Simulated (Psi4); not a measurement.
CS, charge +1, doublet, geometry from GFN2-xTB (a state made from the parent by changing its charge; the spin is typed, not shown lowest). Base run: BLYP/6-31G run with Psi4.

Input for Psi4:
```
memory 2 GB

molecule mol {
1 2
  C    -0.000000   -0.000000   -1.079034
  S     0.000000    0.000000    0.404638
}

set basis 6-31g
set reference uks

energy('blyp')
print_variables()
```

The base run was repeated with changes; each row names its change, and settings that it needs were set with it.

| change | ΔE vs base (mEh) | SCF cycles | grid points | basis functions |
|---|---|---|---|---|
| base | 0.000 | 9 | 41901 | 22 |
| dft_radial_scheme = becke | 0.005 | 9 | 36645 | 22 |
| dft_nuclear_scheme = stratmann | 0.003 | 9 | 40073 | 22 |
| df_basis_scf = cc-pvqz-jkfit | 0.003 | 9 | 41901 | 22 |
| dft_basis_tolerance = 1e-8 | 0.000 | 9 | 40504 | 22 |
| dft_radial_points = 35 | 1.356 | 9 | 19992 | 22 |
| level_shift = 1.0 | 0.000 | 8 | 41901 | 22 |
| puream = true | -0.011 | 9 | 41901 | 22 |
| guess = huckel | 0.000 | 10 | 41901 | 22 |
| scf_type = out_of_core | 0.005 | 9 | 41901 | 22 |
| scf_type = dfdirj+link | 0.001 | 9 | 41901 | 22 |
| guess = sadno | 0.000 | 10 | 41901 | 22 |
| dft_radial_scheme = mura | 0.001 | 9 | 42992 | 22 |

Open shells are given as the SCF converged; they aren't shown to be the lowest states, and a large step between rows can be another state.
